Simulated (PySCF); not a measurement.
Delta-SCF ions had no search for a lower state. Excitations are Tamm–Dancoff values on a coarser integration grid. The basis has no diffuse functions, so Rydberg states are missing or too high.

Cartesian coordinates (Å):
SMILES: [C-]#[N+]C=O
```xyz
5

C      1.9578    -0.1013     0.1192
N      0.8044    -0.0076    -0.0717
C     -0.5738     0.0323    -0.3292
O     -1.2536     0.9772    -0.0792
H     -0.9348    -0.9006    -0.7809
```
Charge 0, spin multiplicity 1.

Problem. Give the vertical ionisation energy (Delta-SCF), S1 excitation (TDA), HOMO–LUMO gap, S1–T1 gap (TDA) and T1 excitation (TDA) at the level PBE-D3(BJ)/def2-TZVP // B3LYP-D3(BJ)/def2-TZVP (PySCF).

Solution. 
| Quantity | Result |
|---|---|
| vertical ionisation energy (Delta-SCF) | 11.15 eV |
| S1 excitation (TDA) | 4.05 eV |
| HOMO–LUMO gap | 3.78 eV |
| S1–T1 gap (TDA) | 0.66 eV |
| T1 excitation (TDA) | 3.39 eV |
